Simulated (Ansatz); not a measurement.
Ansatz (a quantum-chemistry and plane-wave program) input file for HOP, SMILES O=P, PBE/def2-TZVPD. Coordinates come from a TPSSh-D3(BJ)/def2-TZVPD optimisation.

Ansatz 0.2 input:
```yaml
crystal:
  periodic: [false, false, false]
  atoms:
    - {symbol: P, position_ang: [-0.11290148, -0.47128580, 0.00000000]}
    - {symbol: O, position_ang: [0.05486272, 1.00722470, 0.00000000]}
    - {symbol: H, position_ang: [1.25462043, -0.98851062, 0.00000000]}
basis:
  gaussian:
    orbitals: def2-TZVPD
hamiltonian:
  xc: {name: PBE}
```

It prints:

```
WARN ansatz: RAYON_NUM_THREADS=1 ignored (pool sized by the plan → 1); use --threads N
Functional definition: PBE
integrals: 0.02 GiB planned
510 factors; their error is unknown
mean field: 0.18 GiB planned
mean field evaluation 1: about -11338.2642 eV, gradient 6.7e1 eV
mean field evaluation 2: about -11208.2445 eV, gradient 2.0e2 eV
mean field evaluation 4: about -11345.7797 eV, gradient 1.2e1 eV
mean field evaluation 8: about -11346.1841 eV, gradient 1.0e-1 eV
mean field evaluation 16: about -11346.1726 eV, gradient 6.5e-5 eV
mean field -11346.17258341 eV, -416.9641517285 hartree, gradient 6.5e-5 eV, S^2 0.000000; 0 other end points of the search recorded, 0 dependent functions left out
reference -11346.17262008 eV, -416.9641530760 hartree; 12, 12 occupied and 80, 80 virtual orbitals, 510 factors
Total energy: -11346.17262008 eV, -416.9641530760 hartree
```

The run converged.
